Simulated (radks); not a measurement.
Values are calculated unless marked as measured or tabulated.
The mean radii <r> (bohr) of the occupied orbitals of an atom or ion are listed with their occupations. Code: a radial shooting solver on a logarithmic mesh with Libxc functionals. Model: Dirac Kohn-Sham, LDA (Slater exchange, Perdew-Wang correlation), spin-unpolarised, spherical densities, finite nucleus; Fermi nuclear charge, rms radius of each element as measured or else 0.836 A^(1/3) + 0.57 fm.

| orbital | occ. | <r> |
|---|---|---|
| 1s1/2 | 2 | 0.02459 |
| 2s1/2 | 2 | 0.1048 |
| 2p1/2 | 2 | 0.08798 |
| 2p3/2 | 4 | 0.09418 |
| 3s1/2 | 2 | 0.2787 |
| 3p1/2 | 2 | 0.2683 |
| 3p3/2 | 4 | 0.2805 |
| 3d3/2 | 4 | 0.2514 |
| 3d5/2 | 6 | 0.2553 |
| 4s1/2 | 2 | 0.6373 |
| 4p1/2 | 2 | 0.6558 |
| 4p3/2 | 4 | 0.6833 |
| 4d3/2 | 4 | 0.7372 |
| 4d5/2 | 6 | 0.7468 |
| 5s1/2 | 2 | 1.466 |
| 5p1/2 | 1.33333 | 1.609 |
| 5p3/2 | 2.66667 | 1.675 |
| 4f5/2 | 0.428571 | 0.9980 |
| 4f7/2 | 0.571429 | 1.005 |
| 6s1/2 | 2 | 3.168 |

Name the element and its charge. Open shells, if any, are shared by 2j + 1.

Answer. Z = 58, cerium, charge +3: Ce3+ in [Kr] 4d10 4f1 5s2 5p4 6s2. The 1s radius gives Z: for a bare nucleus <r> = (2 gamma + 1)/(2Z) with gamma = sqrt(1 - (Z/c)^2), 0.02424 bohr for Z = 58, and screening makes it slightly larger (0.02459 here). The occupations add up to 55, and the charge is Z minus that.
